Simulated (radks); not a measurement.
The numbers below are computed, except where a source is named.
Ionisation of the iridium ion Ir+, [Xe] 4f14 5d7 6s1, to Ir2+, [Xe] 4f14 5d7, under several functionals. Scalar-relativistic Kohn-Sham, spin-polarised, spherical densities, finite nucleus; open shells are filled with parallel spins first (spin-orbit coupling, left out, can overturn this in heavy ions); a radial shooting solver on a logarithmic mesh with Libxc functionals.

| functional | E(Ir+) (hartree) | Exc (hartree) | IE (eV) | -e(HOMO) (eV) | <r> HOMO (bohr) | IE error (eV) |
|---|---|---|---|---|---|---|
| r2SCAN | -17825.8211 | -346.4906 | 18.163 | 13.690 | 1.663 | +1.163 |
| LDA (Slater exchange, Perdew-Zunger correlation) | -17813.7627 | -335.8319 | 18.397 | 14.410 | 1.678 | +1.397 |
| exchange-only LDA | -17805.8210 | -327.8043 | 17.564 | 12.634 | 1.680 | +0.564 |
| RPBE | -17824.3452 | -346.4048 | 18.023 | 13.794 | 1.675 | +1.023 |
| BP86 | -17825.9302 | -347.9776 | 18.279 | 14.122 | 1.675 | +1.279 |
| SCAN | -17826.5109 | -347.2980 | 18.316 | 13.841 | 1.667 | +1.316 |
| MS2 meta-GGA | -17823.3062 | -344.7291 | 18.023 | 13.872 | 1.671 | +1.023 |

NIST Atomic Spectra Database: 17.0 eV (semi-empirical). Closest: exchange-only LDA. The Delta-SCF values span 0.83 eV, the total energies 20.69 hartree. The highest occupied level is 5d. Open shells are spherical and high-spin; term and fine-structure splittings are not resolved. Spin-orbit splitting is averaged out at the scalar-relativistic level.
